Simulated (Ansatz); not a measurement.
AlSiH₄ClF₂, closed shell: at a first-order saddle point.

Input (in.yaml):

```yaml
crystal:
  periodic: [false, false, false]
  atoms:
    - {symbol: Al, position_ang: [-0.401166, -1.389457, 0.049470]}
    - {symbol: Cl, position_ang: [-1.132394, -0.345663, -1.837955]}
    - {symbol: F, position_ang: [0.688618, -2.553007, -0.370386]}
    - {symbol: F, position_ang: [-1.704233, -1.813662, 0.965705]}
    - {symbol: H, position_ang: [-0.331858, 0.874392, -1.071530]}
    - {symbol: Si, position_ang: [0.629915, 0.772763, 0.698978]}
    - {symbol: H, position_ang: [0.138312, 1.603424, -0.628843]}
    - {symbol: H, position_ang: [2.068139, 1.112424, 0.526982]}
    - {symbol: H, position_ang: [0.044666, 1.738788, 1.667479]}
basis:
  gaussian: {orbitals: def2-TZVPP}
hamiltonian: {xc: {name: PBE-QIDH}}
```

Run by:

```bash
ansatz run in.yaml --threads 4 --pin off --events-out ev --progress --plain --max-ram 9574MiB
```

What Ansatz 0.2.0 printed:

```
Functional definition: PBE-QIDH
  name "PBE-QIDH"
  cite "Brémond, Sancho-García, Pérez-Jiménez & Adamo, J. Chem. Phys. 141, 031101 (2014) doi:10.1063/1.4890314"
  cite "Perdew, Burke & Ernzerhof, Phys. Rev. Lett. 77, 3865 (1996) doi:10.1103/PhysRevLett.77.3865"
  parameter a = 3^(-1/3)
  parameter c = 1/3
  exchange = (1 - a)*pbe_x + a*exact_x
  correlation = (1 - c)*pbe_c + c*(mp2_os + mp2_ss)
1464 factors; integrals over basis functions are off by at most 7.9e-4 eV
mean field evaluation 1: about -32466.9916 eV, gradient 4.6e1 eV
mean field evaluation 2: about -32467.1443 eV, gradient 4.7e1 eV
mean field evaluation 4: about -32470.7895 eV, gradient 1.8e0 eV
mean field evaluation 8: about -32470.8247 eV, gradient 1.8e-1 eV
mean field evaluation 16: about -32470.8248 eV, gradient 8.3e-5 eV
mean field -32470.82478880 eV, -1193.2808014729 hartree, gradient 3.8e-6 eV, S^2 0.000000; 0 other end points of the search recorded, 0 dependent functions left out
17 core orbitals not correlated: weight in the atoms' cores, before any rotation towards them, 1.000 or more for the frozen orbitals, at most 0.000 for the correlated occupied ones
reference -32470.82480309 eV, -1193.2808019982 hartree; 16, 16 occupied and 211, 211 virtual orbitals, 1464 factors
second order -28.26097579 eV of doubles, -0.00000000 eV of singles
Total energy: -32480.24512836 eV, -1193.6269925662 hartree
```

The lines “mean field evaluation” count trial sets of orbitals through the whole run, from several starts and some on an approximate energy, so they need not fall steadily or lie above the final value.

The run took 3 s on 4 CPU threads of an Intel Xeon 6975P-C (shared host), with 0.64 GiB of host memory at its peak.
